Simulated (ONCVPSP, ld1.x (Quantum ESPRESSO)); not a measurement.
# Potentials for Si compared

Generated with ld1.x 7.5 (TM, RRKJ, ultrasoft, PAW), atompaw 4.2 or ONCVPSP 4.0.1. The cutoff is in Ry: for ld1.x and atompaw files where the sum of valence levels is converged to 10 mRy in a Bessel basis, for ONCV files where the hardest occupied wave has 1 mHa per electron of residual kinetic energy. The error is the largest all-electron minus pseudo excitation energy over each file’s own four to seven test configurations (ionisations up to +4, promotions, holes and added fractions of an electron), all of which were solved. The labels leave out finer settings (local radius, basis sizes, second energies), which also bear on the numbers. Spin-polarised tests are not counted. The rows are a selection from randomly drawn settings: files with unsolved tests, undetermined cutoffs or missed reference levels are left out.

A true bound ghost makes a file unfit for plane-wave use even where its test errors are small: the radial tests pick states by their node count and pass the ghost by.

| potential | cutoff (Ry) | largest error (meV) | bound ghosts |
| --- | --- | --- | --- |
| ONCV, PBE, scalar-relativistic, rc 1.10/0.75 (sp), local smoothed, core correction no, reference 2s2 2p6 3s2 3p1, qcut 12.3/18.6, projectors 2/2 | 287 | -1.7 | none |
| PAW, PBE, non-relativistic, rc 1.80/1.80/1.70 (spd), local smoothed, core correction yes, reference 3s2 3p2 | 8 | -56 | none |
| ONCV, LDA (Perdew-Wang 92), non-relativistic, rc 1.45/1.65/1.30 (spd), local smoothed, core correction yes, reference 3s2 3p0.5, qcut 5.7/6/6.8, projectors 3/2/1 | 113 | +6.5 | s |
| PAW, LDA (PZ), non-relativistic, rc 1.55/1.60 (sp), local smoothed, core correction yes, reference 3s2 3p0 | 15 | -24 | none |

(1) Fill in the row for Si: ONCV, PBE, scalar-relativistic, rc 1.85/2.35 (sp), local smoothed, core correction yes, reference 3s2 3p2, qcut 3.2/3.3, projectors 2/1.

(2) Fill in the row for Si: TM, PBE, scalar-relativistic, rc 1.65/1.75/1.50 (spd), local s, core correction yes, reference 3s1.75 3p2.25.

(3) Fill in the row for Si: ONCV, PBE, scalar-relativistic, rc 0.95/0.90/0.90 (spd), local d, core correction yes, reference 2s2 2p6 3s2 3p1, qcut 16.5/17.4/11.9, projectors 2/2/0.

Answers

(1) cutoff 33 Ry, largest error +28 meV, bound ghosts: none.

(2) cutoff 15 Ry, largest error +47 meV, bound ghosts: none.

(3) cutoff 217 Ry, largest error -5.1 meV, bound ghosts: none.
